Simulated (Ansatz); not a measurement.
A nudged elastic band was laid between two geometries of C$_{2}$H$_{3}$NSi (7 atoms, charge 0, multiplicity 1).

Theory: RKS PBE0/def2-SVP in Ansatz.

```json
{"movable images": "9", "climbing image": "yes", "spring": "5.0 eV/Å²", "optimiser": "quadratic models (default)", "start path": "through a guess of the saddle point", "force threshold": "0.05 eV/Å", "iteration limit": "60", "end points": "relaxed"}
```

Image 0:

```xyz
7
Properties=species:S:1:pos:R:3
N -0.578 1.042 -0.071
C 0.106 -0.026 0.337
Si 1.007 -1.090 1.558
C 0.586 -1.191 -0.192
H -0.892 1.143 -1.029
H -0.803 1.789 0.572
H 0.574 -1.667 -1.176
```

Image 10:

```xyz
7
Properties=species:S:1:pos:R:3
N -0.578 1.042 -0.071
C 0.106 -0.026 0.338
Si 1.007 -1.090 1.558
C 0.586 -1.190 -0.192
H -0.804 1.788 0.572
H -0.890 1.143 -1.029
H 0.575 -1.667 -1.176
```

Question: What changes between the two ends?

Answer: No bond is made or broken. The dihedral H5–N1–C2–C4 goes from 0 to 180°. The two ends are copies of one structure, up to a mirror image or an exchange of like atoms.

Question: What energy profile does the band end with?

Answer: The forces met the threshold. The highest image is number 5 of 0 to 10, 18.6 kcal/mol above the ends, which have the same energy within 2 meV. A vibrational analysis at the climbing image gives one clearly imaginary mode, 445i cm⁻¹: a first-order saddle point.

```
image  path coordinate (Å)  energy (kcal/mol)  dihedral H5–N1–C2–C4 (°)
    0                 0.00                0.0                         0
    1                 0.35                1.9                        29
    2                 0.70                6.9                        56
    3                 1.04               12.7                        81
    4                 1.39               17.0                       104
    5                 1.74               18.6                       125
    6                 2.09               17.0                       143
    7                 2.44               12.7                       158
    8                 2.78                6.9                       170
    9                 3.13                1.9                       178
   10                 3.48                0.0                       180
```

Question: What is the geometry of the highest image?

Answer: 
```xyz
7
Properties=species:S:1:pos:R:3
N -0.582 1.036 -0.387
C 0.029 -0.087 0.224
Si 0.545 -1.189 1.612
C 0.716 -1.152 -0.218
H -1.561 1.053 -0.093
H -0.194 1.874 0.051
H 1.047 -1.534 -1.190
```

Question: What are the harmonic wavenumbers there?

Answer: 445i, 338, 364, 620, 752, 876, 910, 990, 1136, 1184, 1594, 1674, 3204, 3503, 3569 cm⁻¹.

The band took 9 iterations and roughly 110 core-seconds.

Time of the run: 110 s on 1 CPU thread of a shared host.
